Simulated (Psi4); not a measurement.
Input file for Psi4: SAPT0/aug-cc-pVDZ on CH8GeS (a complex).

```
memory 1800 MB

molecule dimer {
0 1
Ge   -0.00003256    0.13432416    0.16204605
H    -1.52394075    0.28526054    0.22581372
H     0.41839493   -1.23619423    0.71575661
H     0.68099087    1.24488269    0.97313318
H     0.45958978    0.23235918   -1.30488836
--
0 1
C     1.05853037   -0.29819707    3.99155295
S    -0.75247215   -0.22581852    3.80855658
H     1.52854945   -0.69742284    3.09514178
H     1.38948432    0.72918263    4.13301644
H     1.34382132   -0.88383347    4.86276300
H    -0.95362361   -1.54036880    3.62257219
units angstrom
symmetry c1
no_reorient
no_com
}

set {
  basis aug-cc-pVDZ
  scf_type df
  freeze_core true
}

energy('sapt0')
```

The log:

```
[...]
==> Input File <==

--------------------------------------------------------------------------
memory 1800 MB

molecule dimer {
0 1
Ge   -0.00003256    0.13432416    0.16204605
H    -1.52394075    0.28526054    0.22581372
H     0.41839493   -1.23619423    0.71575661
H     0.68099087    1.24488269    0.97313318
H     0.45958978    0.23235918   -1.30488836
--
0 1
C     1.05853037   -0.29819707    3.99155295
S    -0.75247215   -0.22581852    3.80855658
H     1.52854945   -0.69742284    3.09514178
H     1.38948432    0.72918263    4.13301644
H     1.34382132   -0.88383347    4.86276300
H    -0.95362361   -1.54036880    3.62257219
units angstrom
symmetry c1
no_reorient
no_com
}

set {
  basis aug-cc-pVDZ
  scf_type df
  freeze_core true
}

energy('sapt0')
--------------------------------------------------------------------------


   => Loading Basis Set <=

    Name: AUG-CC-PVDZ
    Role: ORBITAL
    Keyword: BASIS
    atoms 1         entry GE         line  2999 file aug-cc-pvdz.gbs
    atoms 2-5, 8-11 entry H          line    40 file aug-cc-pvdz.gbs
    atoms 6         entry C          line   182 file aug-cc-pvdz.gbs
    atoms 7         entry S          line   702 file aug-cc-pvdz.gbs

   => Loading Basis Set <=

    Name: AUG-CC-PVDZ
    Role: ORBITAL
    Keyword: BASIS
    atoms 1         entry GE         line  2999 file aug-cc-pvdz.gbs
    atoms 2-5, 8-11 entry H          line    40 file aug-cc-pvdz.gbs
    atoms 6         entry C          line   182 file aug-cc-pvdz.gbs
    atoms 7         entry S          line   702 file aug-cc-pvdz.gbs


  //>>>>>>>>>>>>>>>>>>>>>>>>>>>>>>>>>>>//
  //              Dimer HF             //
  //<<<<<<<<<<<<<<<<<<<<<<<<<<<<<<<<<<<//

   => Libint2 <=

    Primary   basis highest AM E, G, H:  7, 6, 3
    Auxiliary basis highest AM E, G, H:  7, 7, 4
    Onebody   basis highest AM E, G, H:  -, -, -
    Solid Harmonics ordering:            Gaussian


   => Loading Basis Set <=

    Name: AUG-CC-PVDZ
    Role: ORBITAL
    Keyword: BASIS
    atoms 1         entry GE         line  2999 file aug-cc-pvdz.gbs
    atoms 2-5, 8-11 entry H          line    40 file aug-cc-pvdz.gbs
    atoms 6         entry C          line   182 file aug-cc-pvdz.gbs
    atoms 7         entry S          line   702 file aug-cc-pvdz.gbs


         ---------------------------------------------------------
                                   SCF
               by Justin Turney, Rob Parrish, Andy Simmonett
                          and Daniel G. A. Smith
                              RHF Reference
                        1 Threads,   1716 MiB Core
         ---------------------------------------------------------

  ==> Geometry <==

    Molecular point group: c1
    Full point group: C1

    Geometry (in Angstrom), charge = 0, multiplicity = 1:

       Center              X                  Y                   Z               Mass
    ------------   -----------------  -----------------  -----------------  -----------------
         GE          -0.000032560000     0.134324160000     0.162046050000    73.921177761000
         H           -1.523940750000     0.285260540000     0.225813720000     1.007825032230
         H            0.418394930000    -1.236194230000     0.715756610000     1.007825032230
         H            0.680990870000     1.244882690000     0.973133180000     1.007825032230
         H            0.459589780000     0.232359180000    -1.304888360000     1.007825032230
         C            1.058530370000    -0.298197070000     3.991552950000    12.000000000000
         S           -0.752472150000    -0.225818520000     3.808556580000    31.972071174400
         H            1.528549450000    -0.697422840000     3.095141780000     1.007825032230
         H            1.389484320000     0.729182630000     4.133016440000     1.007825032230
         H            1.343821320000    -0.883833470000     4.862763000000     1.007825032230
         H           -0.953623610000    -1.540368800000     3.622572190000     1.007825032230

  Running in c1 symmetry.

  Rotational constants: A =      0.34549  B =      0.02289  C =      0.02192 [cm^-1]
  Rotational constants: A =  10357.50028  B =    686.08264  C =    657.00545 [MHz]
  Nuclear repulsion =  230.021444753997628

  Charge       = 0
  Multiplicity = 1
  Electrons    = 62
  Nalpha       = 31
  Nbeta        = 31

  ==> Algorithm <==

  SCF Algorithm Type is DF.
  DIIS enabled.
  MOM disabled.
  Fractional occupation disabled.
  Guess Type is SAD.
  Energy threshold   = 1.00e-08
  Density threshold  = 1.00e-08
  Integral threshold = 1.00e-12

  ==> Primary Basis <==

  Basis Set: AUG-CC-PVDZ
    Blend: AUG-CC-PVDZ
    Number of shells: 74
    Number of basis functions: 158
    Number of Cartesian functions: 165
    Spherical Harmonics?: true
    Max angular momentum: 2

   => Loading Basis Set <=

    Name: (AUG-CC-PVDZ AUX)
    Role: JKFIT
    Keyword: DF_BASIS_SCF
    atoms 1         entry GE         line  1047 file aug-cc-pvdz-jkfit.gbs
    atoms 2-
[...]
l Energy:  -437.73061954414732

   => Energetics <=

    Nuclear Repulsion Energy =             56.2475410853367705
    One-Electron Energy =                -714.8605260891754369
    Two-Electron Energy =                 220.8823654596913002
    Total Energy =                       -437.7306195441473164

Computation Completed


Properties will be evaluated at   0.000000,   0.000000,   0.000000 [a0]

Properties computed using the SCF density matrix


 Multipole Moments:

 ------------------------------------------------------------------------------------
     Multipole            Electronic (a.u.)      Nuclear  (a.u.)        Total (a.u.)
 ------------------------------------------------------------------------------------

 L = 1.  Multiply by 2.5417464519 to convert [e a0] to [Debye]
 Dipole X            :          5.0847002           -4.4978141            0.5868862
 Dipole Y            :         14.3989437          -14.7298883           -0.3309447
 Dipole Z            :       -190.0871136          190.1059123            0.0187986
 Magnitude           :                                                    0.6740275

 ------------------------------------------------------------------------------------

  Constructing Basis Sets for SAPT...

   => Loading Basis Set <=

    Name: (AUG-CC-PVDZ AUX)
    Role: RIFIT
    Keyword: DF_BASIS_SAPT
    atoms 1         entry GE         line   760 file aug-cc-pvdz-ri.gbs
    atoms 2-5, 8-11 entry H          line    30 file aug-cc-pvdz-ri.gbs
    atoms 6         entry C          line   112 file aug-cc-pvdz-ri.gbs
    atoms 7         entry S          line   516 file aug-cc-pvdz-ri.gbs

   => Loading Basis Set <=

    Name: (AUG-CC-PVDZ AUX)
    Role: JKFIT
    Keyword: DF_BASIS_ELST
    atoms 1         entry GE         line  1047 file aug-cc-pvdz-jkfit.gbs
    atoms 2-5, 8-11 entry H          line    70 file aug-cc-pvdz-jkfit.gbs
    atoms 6         entry C          line   154 file aug-cc-pvdz-jkfit.gbs
    atoms 7         entry S          line   690 file aug-cc-pvdz-jkfit.gbs


  //>>>>>>>>>>>>>>>>>>>>>>>>>>>>>>>>>>>//
  //               SAPT0               //
  //<<<<<<<<<<<<<<<<<<<<<<<<<<<<<<<<<<<//



        SAPT0
    Ed Hohenstein
     6 June 2009

      Orbital Information
  --------------------------
    NSO        =       158
    NMO        =       158
    NRI        =       478
    NRI (Elst) =       664
    NOCC A     =        18
    NOCC B     =        13
    FOCC A     =         9
    FOCC B     =         6
    NVIR A     =       140
    NVIR B     =       145

    Elst10,r            =    -0.004005747712 [Eh]
    Exch10              =     0.006511860869 [Eh]
    Exch10 (S^2)        =     0.006477041018 [Eh]

    Maxiter = 50
    CPHF R converge = 1.000000E-08

    Iter     Energy [mEh]          dE [mEh]         Residual      Time [s]
       1      -0.87174088       0.871740881     3.539934e-03             0
       2      -1.03122974       0.159488859     7.100287e-04             0
       3      -1.03308396       0.001854222     2.027925e-04             0
       4      -1.03095343      -0.002130533     3.210187e-05             0
       5      -1.03098987       0.000036439     5.743185e-06             0
       6      -1.03105757       0.000067699     1.129984e-06             1
       7      -1.03104252      -0.000015050     1.913257e-07             1
       8      -1.03104418       0.000001668     2.642509e-08             1
       9      -1.03104404      -0.000000148     3.472581e-09             1

    CHF Iterations converged

    Maxiter = 50
    CPHF R converge = 1.000000E-08

    Iter     Energy [mEh]          dE [mEh]         Residual      Time [s]
       1      -3.44978285       3.449782849     7.290050e-03             0
       2      -4.26172359       0.811940739     1.477688e-03             0
       3      -4.24279533      -0.018928260     5.051832e-04             0
       4      -4.23415664      -0.008638684     1.122608e-04             0
       5      -4.23681603       0.002659383     2.776398e-05             0
       6      -4.23679001      -0.000026020     9.563618e-06             0
       7      -4.23662430      -0.000165711     3.471731e-06             1
       8      -4.23664741       0.000023112     1.235647e-06             1
       9      -4.23666264       0.000015230     3.624533e-07             1
      10      -4.23665790      -0.000004740     8.113011e-08             1
      11      -4.23665827       0.000000369     2.000667e-08             1
      12      -4.23665842       0.000000151     5.969508e-09             1

    CHF Iterations converged

    Ind20,r (A<-B)      =    -0.001031044037 [Eh]
    Ind20,r (B<-A)      =    -0.004236658419 [Eh]
    Ind20,r             =    -0.005267702456 [Eh]
    Exch-Ind20,r (A<-B) =     0.000788187101 [Eh]
    Exch-Ind20,r (B<-A) =     0.003955730847 [Eh]
    Exch-Ind20,r        =     0.004743917947 [Eh]
    Disp20              =    -0.005375449759 [Eh]
    Disp20 (SS)         =    -0.002687724880 [Eh]
    Disp20 (OS)         =    -0.002687724880 [Eh]
    Exch-Disp20         =     0.000640651211 [Eh]
    Exch-Disp20 (SS)    =     0.000407201182 [Eh]
    Exch-Disp20 (OS)    =     0.000233450028 [Eh]

    SAPT Results
  --------------------------------------------------------------------------------------------------------
    Electrostatics                 -4.00574771 [mEh]      -2.51364464 [kcal/mol]     -10.51708917 [kJ/mol]
      Elst10,r                     -4.00574771 [mEh]      -2.51364464 [kcal/mol]     -10.51708917 [kJ/mol]

    Exchange                        6.51186087 [mEh]       4.08625439 [kcal/mol]      17.09688836 [kJ/mol]
      Exch10                        6.51186087 [mEh]       4.08625439 [kcal/mol]      17.09688836 [kJ/mol]
      Exch10(S^2)                   6.47704102 [mEh]       4.06440460 [kcal/mol]      17.00546885 [kJ/mol]

    Induction                      -0.99842598 [mEh]      -0.62652176 [kcal/mol]      -2.62136704 [kJ/mol]
      Ind20,r                      -5.26770246 [mEh]      -3.30553320 [kcal/mol]     -13.83035089 [kJ/mol]
      Exch-Ind20,r                  4.74391795 [mEh]       2.97685345 [kcal/mol]      12.45515485 [kJ/mol]
      delta HF,r (2)               -0.47464147 [mEh]      -0.29784202 [kcal/mol]      -1.24617100 [kJ/mol]

    Dispersion                     -4.73479855 [mEh]      -2.97113095 [kcal/mol]     -12.43121188 [kJ/mol]
      Disp20                       -5.37544976 [mEh]      -3.37314565 [kcal/mol]     -14.11324140 [kJ/mol]
      Exch-Disp20                   0.64065121 [mEh]       0.40201470 [kcal/mol]       1.68202952 [kJ/mol]
      Disp20 (SS)                  -2.68772488 [mEh]      -1.68657282 [kcal/mol]      -7.05662070 [kJ/mol]
      Disp20 (OS)                  -2.68772488 [mEh]      -1.68657282 [kcal/mol]      -7.05662070 [kJ/mol]
      Exch-Disp20 (SS)              0.40720118 [mEh]       0.25552260 [kcal/mol]       1.06910656 [kJ/mol]
      Exch-Disp20 (OS)              0.23345003 [mEh]       0.14649210 [kcal/mol]       0.61292296 [kJ/mol]

  Total HF                          1.50768718 [mEh]       0.94608799 [kcal/mol]       3.95843215 [kJ/mol]
  Total SAPT0                      -3.22711137 [mEh]      -2.02504296 [kcal/mol]      -8.47277973 [kJ/mol]

  Special recipe for scaled SAPT0 (see Manual):
    Electrostatics sSAPT0          -4.00574771 [mEh]      -2.51364464 [kcal/mol]     -10.51708917 [kJ/mol]
    Exchange sSAPT0                 6.51186087 [mEh]       4.08625439 [kcal/mol]      17.09688836 [kJ/mol]
    Induction sSAPT0               -0.92150561 [mEh]      -0.57825350 [kcal/mol]      -2.41941266 [kJ/mol]
    Dispersion sSAPT0              -4.72441070 [mEh]      -2.96461247 [kcal/mol]     -12.40393857 [kJ/mol]
  Total sSAPT0                     -3.13980315 [mEh]      -1.97025622 [kcal/mol]      -8.24355204 [kJ/mol]
  --------------------------------------------------------------------------------------------------------



*** Psi4 exiting successfully. Buy a developer a beer!
```

The run finished.

Cost: roughly 30 core-seconds.
